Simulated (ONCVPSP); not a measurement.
**Ca ONCV: all-electron and pseudo phase curves**

```json
{"Element": "Ca (Z = 20)", "Generator": "ONCVPSP 4.0.1", "Type": "optimised norm-conserving Vanderbilt (ONCV)", "Functional": "LDA (Perdew-Wang 92)", "Relativity": "scalar-relativistic", "Frozen core": "[Ne]", "Valence charge": "10", "Reference configuration": "3s2 3p6 4s2", "Partial waves": "3s+4s: rc 2.15 bohr, ncon 5, nbas 9, qcut 6 1/bohr, 2 projectors; 3p: rc 2.00 bohr, ncon 4, nbas 7, qcut 6.7 1/bohr, 1 projector; d scattering state at 0.05 Ha: rc 2.25 bohr, ncon 5, nbas 9, qcut 3.7 1/bohr, 2 projectors, debl 2 Ha; f scattering state at 0.16 Ha: rc 2.20 bohr, ncon 3, nbas 7, qcut 5.2 1/bohr, 3 projectors, debl 0.4 Ha", "Local potential": "polynomial inside 1.25 bohr (lpopt 4, dvloc0 0 Ha)", "Core correction": "none"}
```

In the d channel the program set the typed energies aside and used -0.078, 1.922 Ha.

The phase is arctan(r·R′/R) of the radial function R(r), unwrapped; energies in Ha, scanned from -3 to 5 Ha. A pole is an energy at which the radial function vanishes at the test radius. The pseudo phase is shifted by a multiple of π to meet the all-electron one at the reference energy, and phase errors are pseudo minus all-electron; the curves can meet again beyond the range given. Levels narrower than the energy grid can be missing from the lists of poles.

```json
{"channel": "s", "radius (bohr)": "2.18", "reference energy (Ha)": "-0.14", "poles, all-electron": "-1.58, 2.99", "poles, pseudo": "-1.58, 2.94", "unbroken range about the reference energy with phases within 0.05 rad": "below 4.5", "phase error 1 Ha above the reference energy (rad)": "-0.001"}
{"channel": "p", "radius (bohr)": "2.03", "reference energy (Ha)": "-1.03", "poles, all-electron": "-0.71, 4.29", "poles, pseudo": "-0.71, 4.08", "unbroken range about the reference energy with phases within 0.05 rad": "below 1.0", "phase error 1 Ha above the reference energy (rad)": "-0.002"}
{"channel": "d", "radius (bohr)": "2.28", "reference energy (Ha)": "-0.08", "poles, all-electron": "0.31, 3.50", "poles, pseudo": "0.30, 3.42", "unbroken range about the reference energy with phases within 0.05 rad": "below 4.5", "phase error 1 Ha above the reference energy (rad)": "-0.009"}
{"channel": "f", "radius (bohr)": "2.24", "reference energy (Ha)": "0.16", "poles, all-electron": "2.89", "poles, pseudo": "2.89", "unbroken range about the reference energy with phases within 0.05 rad": "the whole range", "phase error 1 Ha above the reference energy (rad)": "-0.000"}
```

Phases in the d channel:

```csv
E (Ha),all-electron,pseudo
-2.98,1.350,1.349
-2.76,1.339,1.338
-2.54,1.327,1.325
-2.32,1.312,1.310
-2.10,1.294,1.292
-1.88,1.273,1.271
-1.66,1.246,1.244
-1.44,1.210,1.208
-1.22,1.162,1.159
-1.00,1.089,1.086
-0.78,0.967,0.963
-0.56,0.717,0.711
-0.34,0.070,0.065
-0.12,-0.904,-0.905
0.10,-1.367,-1.367
0.32,-1.581,-1.583
0.54,-1.729,-1.733
0.76,-1.880,-1.886
0.98,-2.095,-2.105
1.20,-2.510,-2.526
1.42,-3.292,-3.305
1.64,-3.945,-3.948
1.86,-4.249,-4.249
2.08,-4.403,-4.403
2.30,-4.495,-4.496
2.52,-4.557,-4.559
2.74,-4.604,-4.607
2.96,-4.641,-4.646
3.18,-4.672,-4.679
3.40,-4.700,-4.709
3.62,-4.726,-4.739
3.84,-4.753,-4.769
4.06,-4.780,-4.803
4.28,-4.811,-4.844
4.50,-4.848,-4.896
4.72,-4.895,-4.973
4.94,-4.962,-5.101
```
